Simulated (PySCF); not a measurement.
Working out the ionisation energy of Pb

Pb [Xe] 4f14 5d10 6s2 6p2 (3P) → Pb+ [Xe] 4f14 5d10 6s2 6p1 (2P). All numbers are calculated (PySCF 2.14, scalar relativity by spin-free X2C-1e, in x2c-TZVPPall with one added diffuse shell each of s, p, d, f type (12s8p7d4f, 99 functions)). Frozen: [Xe] 4f14 5d10. Energies in hartree (1 hartree = 27.21139 eV):

```tsv
part	Pb (lower)	Pb+ (upper)
UHF	-20879.875365	-20879.633022
CCSD correlation	-0.045971	-0.035280
(T)	-0.001061	-0.000400
```

Task: What does Hartree-Fock give?

Result: (-20879.633022) − (-20879.875365) = 0.242343 hartree = 6.594 eV.

Task: What do CCSD and CCSD(T) give?

Result: The CCSD correlation energies differ by 0.010691 hartree = 0.291 eV and the triples by 0.000661 hartree = 0.018 eV, so CCSD gives 6.885 eV and CCSD(T) 6.903 eV.

Reference: 7.417 eV (measured; NIST Atomic Spectra Database, ionization energies), between the lowest levels; spin-orbit coupling is absent from the calculation.

What remains against the reference includes basis incompleteness, the frozen core and higher excitations.
